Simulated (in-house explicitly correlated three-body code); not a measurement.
Computed with an exponentially correlated three-body code. Model: two electrons around a point charge, non-relativistic, variational in 260 exponentially correlated functions (energies converged to about 1e-7 hartree, or 1e-8 relative for large Z).

Command:
```bash
python run_hyl.py task.json out
```
Settings (lengths in bohr, energies in hartree):
```
Z                      5
nuclear_mass           20063.74
interaction_strength   1
functions              260
states_tried           13
```

Run time, properties included: 68 s on 1 thread of Arm Neoverse N1, on a shared host.

**Those bound S and P states to n = 4 that converged, binding against the one-electron ion.**

Given: nuclear charge 5; mass of the centre 20064 electron masses.

Computed: one-electron threshold -12.499377 hartree.

```
term  energy (hartree)  binding (eV)
1 1S        -22.029846        259.34
2 3S       -14.7331611        60.784
2 1S       -14.5777991        56.557
2 3P       -14.5724744        56.412
2 1P       -14.4765043          53.8
3 3S                 ?             ?
3 1S                 ?             ?
3 3P       -13.4094154        24.763
3 1P       -13.3820324        24.018
4 3S       -13.0256875        14.322
4 1S       -13.0090781         13.87
4 3P       -13.0082038        13.846
4 1P        -12.996838        13.537
```

What belongs in the row 3 3S?

energy (hartree): -13.4524332; binding (eV): 25.934.

What belongs in the row 3 1S?

energy (hartree): -13.4113278; binding (eV): 24.815.

**Converged states only, values per electron or pair.**

| term | mean r (bohr) | mean r squared (bohr²) | mean inverse r (1/bohr) | mean r12 (bohr) | mean inverse r12 (1/bohr) | mean cosine | mean p1 dot p2 (bohr⁻²) | delta r1 (bohr⁻³) | delta r12 (bohr⁻³) |
| --- | --- | --- | --- | --- | --- | --- | --- | --- | --- |
| 1 1S | 0.32457 | 0.14198 | 4.6874 | 0.48246 | 2.8146 | -0.026418 | 0.55229 | 34.754 | 3.3126 |
| 2 3S | 0.82719 | 1.128 | 3.0308 | 1.4022 | 0.84121 | -0.0084121 | 0.038765 | 21.589 | - |
| 2 1S | 0.87297 | 1.2789 | 3.0091 | 1.4811 | 0.93567 | -0.011584 | 0.046018 | 21.408 | 0.505 |
| 2 3P | 0.74873 | 0.9229 | 3.0116 | 1.2619 | 0.97078 | -0.06606 | -1.2645 | 19.649 | - |
| 2 1P | ? | ? | ? | ? | ? | ? | ? | ? | ? |
| 3 3S | 1.7274 | 5.7089 | 2.7307 | 3.1745 | 0.40238 | -0.0026841 | 0.011092 | 20.368 | - |
| 3 1S | 1.795 | 6.2088 | 2.725 | 3.3067 | 0.42723 | -0.0036863 | 0.01399 | 20.331 | 0.14817 |
| 3 3P | 1.6737 | 5.4122 | 2.7254 | 3.071 | 0.43523 | -0.016697 | -0.30543 | 19.83 | - |
| 3 1P | ? | ? | ? | ? | ? | ? | ? | ? | ? |
| 4 3S | 3.0026 | 18.365 | 2.6284 | 5.7159 | 0.23306 | -0.0011456 | 0.0045784 | 20.088 | - |
| 4 1S | 3.0929 | 19.55 | 2.6261 | 5.8953 | 0.24299 | -0.0015828 | 0.0059295 | 20.075 | 0.061992 |
| 4 3P | 2.9733 | 18.146 | 2.6262 | 5.6589 | 0.24607 | -0.0066674 | -0.12 | 19.867 | - |
| 4 1P | 3.0396 | 19.003 | 2.6244 | 5.7882 | 0.25072 | 0.0032591 | 0.12675 | 19.894 | 0.015984 |

What belongs in the row 2 1P?

mean r (bohr): 0.78345; mean r squared (bohr²): 1.0222; mean inverse r (1/bohr): 2.9955; mean r12 (bohr): 1.2948; mean inverse r12 (1/bohr): 1.0015; mean cosine: 0.031882; mean p1 dot p2 (bohr⁻²): 1.1524; delta r1 (bohr⁻³): 19.94; delta r12 (bohr⁻³): 0.11034.

What belongs in the row 3 1P?

mean r (bohr): 1.7237; mean r squared (bohr²): 5.7665; mean inverse r (1/bohr): 2.721; mean r12 (bohr): 3.1624; mean inverse r12 (1/bohr): 0.44589; mean cosine: 0.008158; mean p1 dot p2 (bohr⁻²): 0.31087; delta r1 (bohr⁻³): 19.9; delta r12 (bohr⁻³): 0.036609.
